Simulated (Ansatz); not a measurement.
Basis-set series for `FC(F)(F)CO[SiH3]`. Total charge 0; spin multiplicity 1. The structure was optimised at the PBE0-D4/def2-TZVP level. It is one conformer, not always the lowest.

```tsv
functional	basis	functions	energy (Eh)	HOMO (eV)	LUMO (eV)
PBE0-D4	def2-TZVPP	298	-743.13649	-8.80	-0.14
PBE0-D4	def2-QZVPP	562	-743.17010	-8.84	-0.28
ωB97M-V	def2-TZVPP	298	-743.56284	-11.17	1.55
ωB97M-V	def2-QZVPP	562	-743.59429	-11.20	1.21
```

Give the rows for def2-SVP. (Best estimate.)

The calculation gave: 
```
functional     basis  functions  energy (Eh)  HOMO (eV)  LUMO (eV)
   PBE0-D4  def2-SVP        127   -742.48855      -8.69       0.35
   ωB97M-V  def2-SVP        127   -742.90164     -11.02       2.27
```

Positive LUMOs are unbound and depend on the basis.

All numbers were calculated with Ansatz.
